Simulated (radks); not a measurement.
Effect of the nuclear size on the tellurium ion Te+, [Kr] 4d10 5s2 5p3. Calculated with a radial shooting solver on a logarithmic mesh with Libxc functionals: Dirac Kohn-Sham, relativistic LDA (MacDonald-Vosko exchange, VWN5 correlation), spin-unpolarised, spherical densities, finite nucleus; open shells are shared between the two j in proportion to 2j + 1; Fermi nuclear charge, rms radius 4.7423 fm. The rms radius is varied about that value; shifts are against it.

rms radius (fm)	total energy shift (eV)	density at nucleus (e/bohr^3)	1s1/2 shift (meV)	2s1/2 shift (meV)	4p1/2 shift (meV)	5s1/2 shift (meV)	5p1/2 shift (meV)	5p3/2 shift (meV)	6s1/2 (empty) shift (meV)
3.9693	-1.58	2.321e+05	-656	-76.4	0.253	-0.364	0.056	0.059	-0.060
4.3866	-0.754	2.282e+05	-314	-36.6	0.121	-0.174	0.027	0.028	-0.029
4.7423	0	2.253e+05	0.000	0.000	0.000	0.000	0.000	0.000	0.000
5.1122	0.836	2.225e+05	348	40.5	-0.134	0.193	-0.030	-0.031	0.032
5.4015	1.53	2.205e+05	636	74.0	-0.245	0.352	-0.054	-0.057	0.058

Slopes of the eigenvalues against <r^2> in GHz/fm^2, as finite differences over the two radii next to the reference (eigenvalue slopes, not the field-shift constants of lines): 1s1/2 23200, 2s1/2 2710, 4p1/2 -8.95, 5s1/2 12.9, 5p1/2 -1.98, 5p3/2 -2.10, 6s1/2 (empty) 2.13.
